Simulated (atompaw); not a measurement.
**platinum (Pt): variants of one PAW (atompaw) potential**

Base potential:

| Quantity | Value |
| --- | --- |
| Element | platinum |
| Generator | atompaw 4.2.0.5 |
| Type | PAW |
| Functional | PBE |
| Relativity | scalar-relativistic |
| Frozen core | [Xe] 4f14 |
| Valence charge | 10 |
| Reference configuration | 5d9 6s0.5 6p0.5 |
| Partial waves | 6s (bound): rc 3.00 bohr; 6s channel at 1.1 Ry: rc 3.00 bohr; 6p (bound): rc 3.00 bohr; 6p channel at 2.4 Ry: rc 3.00 bohr; 5d (bound): rc 1.75 bohr; 5d channel at 2 Ry: rc 3.00 bohr |
| Local potential | troulliermartins scheme with l = 3 at 0 Ry, radius 2.85 bohr |
| Core correction | smooth core density matched at 2.40 bohr |
| Augmentation charge | besselshape compensation charge, radius 2.45 bohr; PAW radius 3.00 bohr; waves and projectors: custom polynom2 7 10 vanderbiltortho |

Cutoffs, loose and tight: the cutoffs (Ry, on a coarse ladder) from which the occupation-weighted sum of valence levels, in a spherical-Bessel basis at the reference potential, stays within 10 and 1 mRy of its value at 400 Ry. They see the waves, projectors and local potential, not the compensation charge or the core. A dash means not determined.

```csv
change,outcome,"cutoff, loose","cutoff, tight",bound ghosts
base,generated,30 Ry,180 Ry,none
"local potential troulliermartins scheme with l = 3 at 0 Ry, radius 2.94 bohr",generated,30 Ry,180 Ry,none
"augmentation besselshape compensation charge, radius 2.45 bohr; PAW radius 3.00 bohr; waves and projectors: custom rrkj gramschmidtortho",generated,35 Ry,60 Ry,none
wave 5d channel at 2 Ry: rc 3.00 bohr becomes 5d channel at -0.41 Ry: rc 3.00 bohr,failed: atompaw: The overlap operator has at least one negative eigenvalue!,–,–,–
core correction smooth core density matched at 1.40 bohr,generated,30 Ry,180 Ry,none
wave 5d channel at 2 Ry: rc 3.00 bohr becomes 5d channel at 2 Ry: rc 2.14 bohr,generated,30 Ry,180 Ry,none
"augmentation besselshape compensation charge, radius 2.45 bohr; PAW radius 3.00 bohr; waves and projectors: custom polynom vanderbiltortho",failed: atompaw: The overlap operator has at least one negative eigenvalue!,–,–,–
wave 6p (bound): rc 3.00 bohr becomes 6p (bound): rc 2.44 bohr,generated,30 Ry,180 Ry,none
"augmentation besselshape compensation charge, radius 2.90 bohr; PAW radius 3.00 bohr; waves and projectors: custom polynom2 7 10 vanderbiltortho",generated,30 Ry,180 Ry,none
```

(1) What comes out with this change to the base: all radii scaled by about 1.21 (s 3.62, p 3.62, d 2.12 bohr); local potential troulliermartins scheme with l = 3 at 0 Ry, radius 3.44 bohr; augmentation besselshape compensation charge, radius 2.96 bohr; PAW radius 3.62 bohr; waves and projectors: custom polynom2 7 10 vanderbiltortho; core correction smooth core density matched at 2.90 bohr?

(2) What comes out with this change to the base: core [Kr] 4d10 4f14, valence charge 18; reference 5s2 5p6 5d9 6s0.75 6p0.25; waves now 5s (bound): rc 1.10 bohr; 6s (bound): rc 1.95 bohr; 5p (bound): rc 1.90 bohr; 6p (bound): rc 1.95 bohr; 5d (bound): rc 1.95 bohr; 5d channel at 0.9 Ry: rc 1.95 bohr; local potential troulliermartins scheme with l = 3 at 0 Ry, radius 1.70 bohr; core correction smooth core density matched at 1.00 bohr; augmentation besselshape compensation charge, radius 1.65 bohr; PAW radius 1.95 bohr; waves and projectors: custom polynom2 7 10 vanderbiltortho?

Results:

(1) outcome: generated; cutoff, loose: 21 Ry; cutoff, tight: 30 Ry; bound ghosts: none.

(2) outcome: generated; cutoff, loose: 30 Ry; cutoff, tight: 90 Ry; bound ghosts: none.
